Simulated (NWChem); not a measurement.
C2H4AlClO; SMILES C=[CH][Al]([OH])[Cl]

```xyz
9

Al     0.2131    -0.0261     0.0000
Cl    -0.4901    -2.0299     0.0000
C     -1.0024     1.4721     0.0000
C     -0.5533     2.7385     0.0000
H     -2.0836     1.3223     0.0000
H     -1.2252     3.5981     0.0000
H      0.5088     2.9788     0.0000
O      1.8951     0.2675     0.0000
H      2.5347    -0.4552     0.0000
```
Atoms are numbered in this order, from 1.

Program: NWChem. Pople sets run with spherical d functions. Medium grid unless said otherwise, to which SCAN and Minnesota functionals are sensitive. Structure relaxed at the B3LYP/6-31G* (spherical d) level. B3LYP is NWChem's, with the RPA form of VWN correlation. Total energies of different functionals are on different scales.

```csv
level,energy (Ha),highest occupied level (eV),orbital gap (eV),dipole (D)
B3LYP/6-31G*,-856.5684,?,?,1.31
PBE/6-31G*,-856.0121,-6.84,4.97,1.36
M05-2X/6-31G*,-856.5014,-9.35,9.21,1.34
B97-D/6-31G*,-856.4409,-6.75,5.00,1.35
"LC-wPBE (HJS exchange hole, range parameter 0.4 per bohr)/6-31G*",-856.1627,-10.84,11.99,1.36
M06/6-31G*,-856.4100,-8.00,6.96,1.25
OLYP/6-31G*,-856.4878,-6.67,5.03,1.35
BHandHLYP/6-31G*,-856.4524,-8.94,8.91,1.30
```

Some entries are withheld; supply them.


- B3LYP/6-31G*, highest occupied level (eV): -7.72
- B3LYP/6-31G*, orbital gap (eV): 6.56
